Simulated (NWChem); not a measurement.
All runs are NWChem calculations. System: CH$_{7}$FOSi$_{2}$, charge 0, spin multiplicity 1, at a geometry optimised with PBE0/def2-SVP. The structure started from a generated list of species. Level: MP2/def2-SVP, 13 core orbitals frozen.

Input file:

```
start mol
memory heap 200 mb stack 800 mb global 1000 mb
geometry units angstroms nocenter noautoz noautosym
  O     -0.827306     1.923333    -0.650864
  Si    -0.982585     0.817875     0.587193
  C     -0.205956    -0.769811    -0.086680
  F     -0.243535    -1.705441     0.957028
  Si     1.588344    -0.615170    -0.704887
  H     -1.120205     2.825621    -0.497696
  H     -0.245975     1.243318     1.816426
  H     -2.411360     0.572387     0.953709
  H     -0.826430    -1.152726    -0.919147
  H      2.435294     0.011233     0.353588
  H      2.114321    -1.979697    -1.006327
  H      1.619727     0.223165    -1.939086
end
basis spherical
  * library def2-svp
end
scf
  rhf
  nopen 0
  maxiter 100
  thresh 1e-7
  semidirect memsize 60000000 filesize 0
end
mp2
  freeze core 13
end
task mp2 energy
```

NWChem printed:

```
             Northwest Computational Chemistry Package (NWChem) 7.3.0
             --------------------------------------------------------

                                NWChem Input Module
                                -------------------

 Scaling coordinates for geometry "geometry" by  1.889725989
 (inverse scale =  0.529177249)

                             Geometry "geometry" -> ""
                             -------------------------

 Output coordinates in angstroms (scale by  1.889725989 to convert to a.u.)

  No.       Tag          Charge          X              Y              Z
 ---- ---------------- ---------- -------------- -------------- --------------
    1 O                    8.0000    -0.82730600     1.92333300    -0.65086400
    2 Si                  14.0000    -0.98258500     0.81787500     0.58719300
    3 C                    6.0000    -0.20595600    -0.76981100    -0.08668000
    4 F                    9.0000    -0.24353500    -1.70544100     0.95702800
    5 Si                  14.0000     1.58834400    -0.61517000    -0.70488700
    6 H                    1.0000    -1.12020500     2.82562100    -0.49769600
    7 H                    1.0000    -0.24597500     1.24331800     1.81642600
    8 H                    1.0000    -2.41136000     0.57238700     0.95370900
    9 H                    1.0000    -0.82643000    -1.15272600    -0.91914700
   10 H                    1.0000     2.43529400     0.01123300     0.35358800
   11 H                    1.0000     2.11432100    -1.97969700    -1.00632700
   12 H                    1.0000     1.61972700     0.22316500    -1.93908600

 Effective nuclear repulsion energy (a.u.)     300.8942906692

            Nuclear Dipole moment (a.u.)
            ----------------------------
        X                 Y               Z
 ---------------- ---------------- ----------------
    -0.0000018897    -0.0000000000     0.0000207870


 Summary of "ao basis" -> "" (spherical)
 ------------------------------------------------------------------------------
       Tag                 Description            Shells   Functions and Types
 ---------------- ------------------------------  ------  ---------------------
 *                          def2-svp                  on all atoms

 Summary of "ao basis" -> "ao basis" (spherical)
 ------------------------------------------------------------------------------
       Tag                 Description            Shells   Functions and Types
 ---------------- ------------------------------  ------  ---------------------
 O                          def2-svp                 6       14   3s2p1d
 Si                         def2-svp                 8       18   4s3p1d
 C                          def2-svp                 6       14   3s2p1d
 F                          def2-svp                 6       14   3s2p1d
 H                          def2-svp                 3        5   2s1p

                                 NWChem SCF Module
                                 -----------------

  ao basis        = "ao basis"
  functions       =   113
  atoms           =    12
  closed shells   =    29
  open shells     =     0
  charge          =   0.00
  wavefunction    = RHF
  use symmetry    = F
  symmetry adapt  = F

 Summary of "ao basis" -> "ao basis" (spherical)
 ------------------------------------------------------------------------------
       Tag                 Description            Shells   Functions and Types
 ---------------- ------------------------------  ------  ---------------------
 O                          def2-svp                 6       14   3s2p1d
 Si                         def2-svp                 8       18   4s3p1d
 C                          def2-svp                 6       14   3s2p1d
 F                          def2-svp                 6       14   3s2p1d
 H                          def2-svp                 3        5   2s1p

 Forming initial guess at       0.0s

      Superposition of Atomic Density Guess
      -------------------------------------

 Sum of atomic energies:        -792.58051749

      Non-variational initial energy
      ------------------------------

 Total energy =    -794.293624
 1-e energy   =   -1696.231875
 2-e energy   =     601.043961
 HOMO         =      -0.312945
 LUMO         =       0.018731

 Starting SCF solution at       1.7s

 ----------------------------------------------
         Quadratically convergent ROHF

 Convergence threshold     :          1.000E-07
 Maximum no. of iterations :          100
 Final Fock-matrix accuracy:          1.000E-09
 ----------------------------------------------

              iter       energy          gnorm     gmax       time
             ----- ------------------- --------- --------- --------
                 1     -793.6844379049  1.16D+00  2.38D-01      1.9
                 2     -793.7639673185  3.74D-01  5.58D-02      2.2
                 3     -793.7765965040  1.77D-02  3.01D-03      2.7
                 4     -793.7766352678  1.00D-04  1.89D-05      3.4
                 5     -793.7766352695  5.32D-09  7.51D-10      4.8

       Final RHF  results
       ------------------

         Total SCF energy =   -793.776635269507
      One-electron energy =  -1699.577616311462
      Two-electron energy =    604.906690372791
 Nuclear repulsion energy =    300.894290669164

        Time for solution =      3.1s

             Final eigenvalues
             -----------------

              1
    1  -68.7908
    2  -68.7593
    3  -26.2706
    4  -20.5648
    5  -11.2895
    6   -6.1571
    7   -6.1311
    8   -4.2685
    9   -4.2674
   10   -4.2671
   11   -4.2412
   12   -4.2412
   13   -4.2411
   14   -1.5585
   15   -1.3301
   16   -0.9322
   17   -0.7620
   18   -0.7300
   19   -0.6975
   20   -0.6714
   21   -0.6379
   22   -0.6274
   23   -0.5636
   24   -0.5440
   25   -0.5014
   26   -0.4834
   27   -0.4713
   28   -0.4560
   29   -0.4258
   30    0.1331
   31    0.1558
   32    0.1860
   33    0.1924
   34    0.2149
   35    0.2221
   36    0.2297
   37    0.2422
   38    0.2787
   39    0.2867

                       ROHF Final Molecular Orbital Analysis
                       -------------------------------------

 Vector   27  Occ=2.000000D+00  E=-4.712941D-01
              MO Center=  6.0D-01, -3.3D-02,  8.9D-02, r^2= 5.1D+00
   Bfn.  Coefficient  Atom+Function         Bfn.  Coefficient  Atom+Function
  ----- ------------  ---------------      ----- ------------  ---------------
    99      0.274615  10 H  s                 4      0.201355   1 O  px
    36     -0.183376   3 C  px                7      0.169206   1 O  px
    89      0.157677   8 H  s                50     -0.150637   4 F  px
    84     -0.150584   7 H  s

 Vector   28  Occ=2.000000D+00  E=-4.560029D-01
              MO Center= -3.5D-01,  4.4D-01,  5.5D-01, r^2= 4.4D+00
   Bfn.  Coefficient  Atom+Function         Bfn.  Coefficient  Atom+Function
  ----- ------------  ---------------      ----- ------------  ---------------
    84      0.289801   7 H  s                85      0.209247   7 H  s
    94      0.183636   9 H  s                37     -0.180614   3 C  py
    89     -0.176536   8 H  s                 4     -0.172667   1 O  px
    90     -0.163495   8 H  s                 7     -0.150117   1 O  px

 Vector   29  Occ=2.000000D+00  E=-4.257933D-01
              MO Center= -1.3D-01, -5.3D-01,  6.1D-03, r^2= 3.5D+00
   Bfn.  Coefficient  Atom+Function         Bfn.  Coefficient  Atom+Function
  ----- ------------  ---------------      ----- ------------  ---------------
    36      0.329901   3 C  px               39      0.233604   3 C  px
    50      0.196259   4 F  px               68     -0.190980   5 Si px
    37     -0.182152   3 C  py               89      0.177939   8 H  s
    53     -0.169181   4 F  px               38     -0.154575   3 C  pz

 Vector   30  Occ=0.000000D+00  E= 1.331210D-01
              MO Center= -6.6D-01,  1.1D+00,  2.6D-01, r^2= 5.9D+00
   Bfn.  Coefficient  Atom+Function         Bfn.  Coefficient  Atom+Function
  ----- ------------  ---------------      ----- ------------  ---------------
    26     -0.805209   2 Si py                3      0.745289   1 O  s
    80     -0.521971   6 H  s                72     -0.492716   5 Si py
   105     -0.465332  11 H  s                35     -0.360003   3 C  s
    27      0.340934   2 Si pz               40     -0.233697   3 C  py
   110      0.229342  12 H  s                49     -0.182449   4 F  s

 Vector   31  Occ=0.000000D+00  E= 1.558409D-01
              MO Center=  7.0D-01, -3.0D-01, -6.2D-01, r^2= 6.6D+00
   Bfn.  Coefficient  Atom+Function         Bfn.  Coefficient  Atom+Function
  ----- ------------  ---------------      ----- ------------  ---------------
    35      1.998817   3 C  s                71      1.181352   5 Si px
    95     -0.834255   9 H  s                27      0.550069   2 Si pz
    26      0.442475   2 Si py               41     -0.427613   3 C  pz
   100     -0.428391  10 H  s                25     -0.350454   2 Si px
   105     -0.326476  11 H  s               110     -0.293172  12 H  s

 Vector   32  Occ=0.000000D+00  E= 1.859598D-01
              MO Center=  3.5D-01,  4.4D-01, -2.0D-01, r^2= 8.3D+00
   Bfn.  Coefficient  Atom+Function         Bfn.  Coefficient  Atom+Function
  ----- ------------  ---------------      ----- ------------  ---------------
   110     -0.982558  12 H  s                72      0.894753   5 Si py
    73     -0.824577   5 Si pz               90      0.753501   8 H  s
   105      0.667429  11 H  s                25      0.637810   2 Si px
    80     -0.615744   6 H  s                 3      0.375911   1 O  s
    18     -0.333715   2 Si s                39      0.251550   3 C  px

 center of mass
 --------------
 x =  -0.03102590 y =  -0.05921331 z =   0.03762873

 moments of inertia (a.u.)
 ------------------
         800.112321404585         261.721292554203         174.669245037664
         261.721292554203         675.629825741666          73.356717531991
         174.669245037664          73.356717531991        1061.147047072626

  Mulliken analysis of the total density
  --------------------------------------

    Atom       Charge   Shell Charges
 -----------   ------   -------------------------------------------------------
    1 O    8     8.58   1.99  1.04  0.70  2.86  1.97  0.01
    2 Si  14    13.05   2.00  1.99  0.93  0.05  5.94  1.17  0.64  0.34
    3 C    6     6.23   1.99  0.88  0.36  1.95  0.99  0.06
    4 F    9     9.40   1.99  1.12  0.84  3.33  2.12  0.01
    5 Si  14    13.34   2.00  1.99  0.95  0.16  5.94  1.24  0.84  0.22
    6 H    1     0.78   0.66  0.05  0.07
    7 H    1     1.16   0.75  0.40  0.01
    8 H    1     1.16   0.75  0.40  0.01
    9 H    1     0.92   0.75  0.15  0.03
   10 H    1     1.14   0.74  0.38  0.01
   11 H    1     1.13   0.74  0.38  0.01
   12 H    1     1.12   0.74  0.37  0.01

       Multipole analysis of the density wrt the origin
       ------------------------------------------------

     L   x y z        total         open         nuclear
     -   - - -        -----         ----         -------
     0   0 0 0      0.000000      0.000000     58.000000

     1   1 0 0     -0.324512      0.000000     -0.000002
     1   0 1 0      0.881202      0.000000     -0.000000
     1   0 0 1     -0.240291      0.000000      0.000021

     2   2 0 0    -34.223245      0.000000    271.178211
     2   1 1 0     -2.239347      0.000000   -145.221000
     2   1 0 1      0.072012      0.000000    -97.388575
     2   0 2 0    -32.473833      0.000000    318.340926
     2   0 1 1      2.909592      0.000000    -26.741650
     2   0 0 2    -36.771002      0.000000    120.201037

                   NWChem MP2 Semi-direct Energy/Gradient Module
                   ---------------------------------------------

  Basis functions       =    113
  Molecular orbitals    =    113
  Frozen core           =     13
  Frozen virtuals       =      0
  Active alpha occupied =     16
  Active beta occupied  =     16
  Active alpha virtual  =     84
  Active beta virtual   =     84
  Use MO symmetry       = F
  Use skeleton AO sym   = F

  AO/Fock/Back tols     =   1.0D-09  1.0D-09  1.0D-09

 GA uses MA = F    GA memory limited = T

 Available:
  local mem=  1.15D+08
 global mem=  1.31D+08
 local disk=  0.00D+00
  mp2_memr nvloc                    84
  nvloc new                    84
   1 passes of  16:        3145728                      60320                  26982546.
   1 passes of  16: M    114683551           G      131046462           F     111537823.

 Semi-direct pass number   1 of   1  for RHF alpha+beta  at        4.9s
  vrange nnbf                  5900
  mp2_eaftype                   102  avail_ma_in_mb                   999
 EAF : mp2_eaftype filesize         102   13491273.
  mp2_eaf for mointskh                    102
Node 0 wrote     63.4 Mb in      0.0 s     Agg I/O rate:  2164.4 Mb/s
 Done moints_semi at        9.1s
  mp2_eaftype                   102  avail_ma_in_mb                   897
 EAF : mp2_eaftype filesize         102   13491273.
  mp2_eaf for kh                   102
 Done maket at        9.5s
 Done multipass loop at        9.5s

          -------------------------------------------
          SCF energy                -793.776635269507
          Correlation energy          -0.707914630749
          Singlet pairs               -0.461972861529
          Triplet pairs               -0.245941769221
          Total MP2 energy          -794.484549900256
          -------------------------------------------

          ---------------------------------------------------
                    Spin Component Scaled (SCS) MP2
          Same spin pairs                     -0.163961179480
          Same spin scaling factor             0.333333333333
          Opposite spin pairs                 -0.543953451269
          Opposite spin scaling fact.          1.200000000000
          SCS-MP2 correlation energy          -0.707397868016
          Total SCS-MP2 energy              -794.484033137523
          ---------------------------------------------------

 -----------------------
 Performance information
 -----------------------

 Timer overhead =  1.92D-07 seconds/call

               Nr. of calls         CPU time (s)                 Wall time (s)                GFlops
             ---------------    -------------------     ------------------------------   -------------------
Name         Min   Avg   Max    Min     Avg     Max     Min     Avg     Max   Mx/calls   Min     Max     Sum
mp2: moin     1     1     1    4.2     4.2     4.2      4.2     4.2     4.2     4.2      0.0     0.0     0.0
mp2: make     1     1     1   0.33    0.33    0.33     0.33    0.33    0.33    0.33      0.0     0.0     0.0
mp2: tota     1     1     1    4.6     4.6     4.6      4.6     4.6     4.6     4.6      0.0     0.0     0.0

 The average no. of pstat calls per process was 3.00D+00
 with a timing overhead of 5.75D-07s

 Task  times  cpu:        9.4s     wall:        9.4s

 Total times  cpu:        9.5s     wall:        9.5s
```
